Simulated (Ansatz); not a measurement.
K₅⁺. The state is a singlet with charge 1. Geometry PBE/def2-SVP, basis def2-TZVP, Ansatz.

| atom | x (Å) | y (Å) | z (Å) |
| --- | --- | --- | --- |
| K1 | 3.8762 | -2.2684 | -0.4059 |
| K2 | -1.8474 | 3.3093 | -1.3644 |
| K3 | 0.3205 | -4.0308 | -1.7832 |
| K4 | -0.0756 | -0.2407 | 0.7285 |
| K5 | -2.2737 | 3.2305 | 2.8249 |

```csv
run,HOMO (eV),LUMO (eV)
A,-4.90,-3.84
B,-5.06,-4.12
C,-4.97,-4.02
D,-5.37,-3.65
```

The structure comes from a short search, and lower isomers may exist.

Problem. The runs used PBE, PBE0, r2SCAN, revPBE. Estimate which is which.

Solution. A r2SCAN (0 % exact exchange); B PBE (0 % exact exchange); C revPBE (0 % exact exchange); D PBE0 (25 % exact exchange). Exact exchange lowers occupied and raises empty levels; among semilocal functionals meta-GGAs tend to open the gap a little, and such runs are hard to tell apart. The gap grows from 0.94 eV (PBE) to 1.72 eV (PBE0). The restricted singlet is unstable towards broken spin symmetry in Hartree–Fock (as tested in another run); at r2SCAN/def2-TZVP, PBE/def2-TZVP, revPBE/def2-TZVP, PBE0/def2-TZVP this wasn't settled.
